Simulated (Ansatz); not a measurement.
A nudged elastic band was laid between two geometries of CH$_{3}$AlClFO (8 atoms, charge 0, multiplicity 1).

The calculation used RHF/6-31G* (Ansatz 0.2.0).

```json
{
  "movable images": "5",
  "climbing image": "yes",
  "spring": "5.0 eV/Å²",
  "optimiser": "quadratic models (default)",
  "start path": "through a guess of the saddle point",
  "force threshold": "0.03 eV/Å",
  "iteration limit": "60",
  "end points": "relaxed"
}
```

First end point:

```xyz
8
Properties=species:S:1:pos:R:3
C -0.636 -0.341 1.107
O 0.275 -0.529 0.068
Al 0.874 0.197 -1.296
F 2.022 -0.550 -2.170
Cl 0.196 2.064 -1.939
H -0.124 -0.429 2.058
H -1.405 -1.103 1.059
H -1.110 0.634 1.057
```

Last end point:

```xyz
8
Properties=species:S:1:pos:R:3
C -0.181 -0.476 1.473
O 0.589 -0.056 0.651
Al 0.189 0.295 -1.261
F 1.274 -0.724 -1.961
Cl 0.610 2.375 -1.410
H 0.152 -0.629 2.490
H -1.208 -0.706 1.217
H -1.333 -0.137 -1.254
```

Problem. Which bonds break or form, and what moves?

Solution. Bonds broken: C1–H8. Bonds formed: Al3–H8.

Problem. Give the energies along the band, and the barrier.

Solution. It did not converge within its limit. The highest image is number 4 of 0 to 6, 2.03 eV above the first end and 0.89 eV above the last; the last end lies 1.14 eV above the first. The band didn't meet its force threshold, so its energies are provisional: the largest band force was still 0.11 eV/Å, and over the last iterations the top stayed at 2.03 eV. Neighbouring images lie up to 1.9 Å apart, so the band is torn or far too coarse. The orbitals stay closed-shell, which can raise the energy where a bond breaks towards radicals; this wasn't checked here.

```tsv
image	path coordinate (Å)	energy (eV)	C1–H8 (Å)	Al3–H8 (Å)
0	0.00	0.00	1.09	3.11
1	1.92	0.02	1.08	3.45
2	3.84	0.01	1.08	3.64
3	5.76	0.04	1.09	3.23
4	7.69	2.03	1.87	1.67
5	8.87	1.43	2.68	1.58
6	10.05	1.14	2.98	1.58
```

The run took 7.6 min on 1 thread of Intel(R) Xeon(R) 6975P-C (Granite Rapids), with other jobs on the host, peak memory 0.18 GiB.
